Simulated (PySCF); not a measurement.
C₇H₈P₂.
Bonds: C1–C2 (double), C2–C3, C3–C4 (aromatic), C4–C5 (aromatic), C5–P6 (aromatic), P6–C7 (aromatic), C7–C8, C7–P9 (aromatic), C3–P9 (aromatic). Hydrogens: H10, H11 on C1; H12 on C2; H13 on C4; H14 on C5; H15, H16, H17 on C8.

NICS is the negative of the GIAO shielding at a point without a nucleus: at the ring centre (0) and 1 Å above and below it (1); zz is the component along the ring normal. Level: GIAO PBE0/pcSseg-1 (PySCF, non-relativistic, gas phase) on the GFN2-xTB geometry, one conformer.

Ring bond lengths (Å), with Mayer bond orders in brackets: C3–C4 1.391 (1.37), C4–C5 1.375 (1.52), C5–P6 1.735 (1.29), P6–C7 1.742 (1.28), C7–P9 1.738 (1.30), P9–C3 1.757 (1.25).

Problem. What do the NICS probes read (ppm)?

Solution. 
```
             ring                                                 type  NICS(0)  NICS(1), two faces  NICS(1)zz, two faces  rms pucker (Å)  centre to ring atoms, mean (Å)
C3–C4–C5–P6–C7–P9  6-membered ring with 2 P; formal bonds all aromatic     -5.9         -9.1 / -9.5         -21.7 / -22.6            0.01                            1.61
```

Problem. What can be read from them?

Solution. 
- C3–C4–C5–P6–C7–P9: mean NICS(1)zz -22.1 ppm, shielded.

Problem. What does the geometric index give? HOMA = 1 − mean of α(R − Ropt)² over the ring bonds, with Krygowski's 1993 parameters (CC: Ropt 1.388 Å, α 257.7 Å⁻²; CP: Ropt 1.698 Å, α 118.91 Å⁻²).

Solution. 
- C3–C4–C5–P6–C7–P9: HOMA 0.83; the largest term is that of P9–C3, α(R − Ropt)² = 0.41.

Problem. What field does 14.1 T along the ring normal induce along that normal at the second NICS(1) probe listed for ring C3–C4–C5–P6–C7–P9, 1 Å off the ring?

Solution. NICSzz × B0 = -22.6 ppm × 14.1 T = -319 μT, against the applied field.

Problem. List the ring angles and the Hirshfeld charges of the ring atoms.

Solution. 
- C3–C4–C5–P6–C7–P9: C3 125.7° (-0.050 e), C4 127.2° (-0.039 e), C5 129.2° (-0.102 e), P6 103.3° (+0.094 e), C7 129.4° (-0.101 e), P9 105.1° (+0.100 e); sum 720.0° against 720° for a flat convex ring.

Problem. How shielded are the nuclei of the rings and their hydrogens (means over atoms taken as equivalent)?

Solution. 
| atoms | environment | σ isotropic (ppm) | principal values of the symmetric part, first atom (ppm) |
| --- | --- | --- | --- |
| C3 | substituted aromatic carbon | 12.6 | -131.8, -7.4, 176.9 |
| C4 | aromatic CH carbon | 56.8 | -50.9, 33.3, 187.9 |
| C5 | aromatic CH carbon | 24.1 | -130.9, 29.9, 173.2 |
| P6 | phosphorus bonded to 2 C | 59.3 | -244.7, -62.7, 485.3 |
| C7 | substituted aromatic carbon | -33.9 | -259.2, -29.3, 186.7 |
| P9 | phosphorus bonded to 2 C | 48.9 | -228.9, -54.5, 430.1 |
| H13 | aromatic hydrogen | 22.97 | 17.4, 23.3, 28.2 |
| H14 | aromatic hydrogen | 22.44 | 19.9, 20.4, 27.0 |

Conformer computed: `[CH2:1]=[CH:2][c:3]1[cH:4][cH:5][p:6][c:7]([CH3:8])[p:9]1`: C1–C2–C3–C4 7°.
